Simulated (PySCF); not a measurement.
Bonds (- single, = double, # triple, : aromatic): C1-C2 1.519 Å, C2-C3 1.518 Å, C2-S4 1.849 Å, S4-Si5 2.136 Å. C1 carries H6, H7, H8; C2 carries H9; C3 carries H10, H11, H12; Si5 carries H13, H14, H15.

Geometry: GFN2-xTB; GIAO shifts from PySCF 2.14.0 with density-fitted response routines, gas phase, non-relativistic, averaged over equivalent atoms.

At PBE0/pcSseg-1 (149 basis functions, 37 s wall time on 1 thread of an Arm Neoverse N1, shared host):
| atoms | δ (ppm) |
| --- | --- |
| C2 | 44.7 |
| C1/C3 | 28.1 |
| Si5 | -54.5 |
| H13/H14/H15 | 4.62 |
| H9 | 2.71 |
| H6/H7/H8/H10/H11/H12 | 1.41 |

References, each an isolated molecule treated in the same way: TMS for ¹³C (σref 186.93) and ²⁹Si (σref 349.16) and ¹H (σref 31.72).

Task: Estimate the result of repeating the calculation with KT2/def2-TZVP.

Result: 
| atoms | δ at KT2/def2-TZVP | change |
| --- | --- | --- |
| C2 | 48.6 | +3.9 |
| C1/C3 | 28.8 | +0.7 |
| Si5 | -60.9 | -6.4 |
| H13/H14/H15 | 5.07 | +0.45 |
| H9 | 3.33 | +0.62 |
| H6/H7/H8/H10/H11/H12 | 1.45 | +0.04 |

Referencing at the same level of theory: ¹³C (σ = 190.96 ppm), ²⁹Si (σ = 337.78 ppm), ¹H (σ = 31.94 ppm) vs TMS.

The largest change is at Si5 (silicon bonded to S, 3 H). Cost: 227 basis functions, 65 s wall time on 1 thread of an Arm Neoverse N1, shared host.
